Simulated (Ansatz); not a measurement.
Born–Oppenheimer molecular dynamics of ClF₅H₂Mo (9 atoms, charge 0, multiplicity 1). It starts at the highest image of a converged band. Of that band: A structure lower than the first end lies on the path between it and the top, so the climb from that side starts below the end, which may itself be a saddle point or a shallow side well. A vibrational analysis at the climbing image gives one clearly imaginary mode, 332i cm⁻¹: a first-order saddle point.

Computed with RKS B3LYP/def2-SVP (Ansatz).

```json
{"ensemble": "NVE (velocity Verlet)", "time step": "0.5 fs", "steps asked": "200", "starting velocities drawn for": "300 K", "seed": "10753"}
```

First frame:

```xyz
9
Properties=species:S:1:pos:R:3
Mo 0.154 0.140 -0.084
Cl 0.559 -0.514 2.492
F 1.968 -0.043 -0.055
F 0.096 1.825 -0.898
F -1.498 0.564 0.570
F -0.330 -1.632 0.075
F 0.089 -0.303 -1.861
H 0.638 1.499 1.066
H 0.675 0.913 1.798
```

(1) How far do the bonds stretch over the last three quarters of this one trajectory? (Pairs bonded in most of those frames.)

## Answers

(1) 
| bond | mean (Å) | spread (Å) | shortest | longest |
| --- | --- | --- | --- | --- |
| Mo1–Cl2 | 3.093 | 0.241 | 2.76 | 3.57 |
| Mo1–F3 | 1.842 | 0.012 | 1.82 | 1.86 |
| Mo1–F4 | 1.874 | 0.034 | 1.82 | 1.92 |
| Mo1–F5 | 1.837 | 0.013 | 1.81 | 1.86 |
| Mo1–F6 | 1.853 | 0.036 | 1.79 | 1.91 |
| Mo1–F7 | 1.839 | 0.026 | 1.80 | 1.89 |
| Mo1–H8 | 1.674 | 0.038 | 1.61 | 1.74 |
| Cl2–H9 | 1.306 | 0.025 | 1.27 | 1.36 |

Pairs bonded in part of these frames only: Mo1–Cl2 66 %.

Mean temperature of the second half: 694 K. The conserved energy stayed within 0.031 meV per atom of its start (net change 0.0076 meV per atom), so the integration is sound. The kinetic energy rose, since the run started high on the potential surface and went downhill. It ends in pieces (ClH + F5HMo), so much of that is their flight and rotation, not heat. A run of 0.1 ps of so small a system gives no equilibrium averages. The orbitals stay closed-shell, which can raise the energy where a bond breaks towards radicals; this wasn't checked here.

Run time: 11 min on 4 threads of Arm Neoverse V2, on a shared host, peak memory 0.35 GiB.
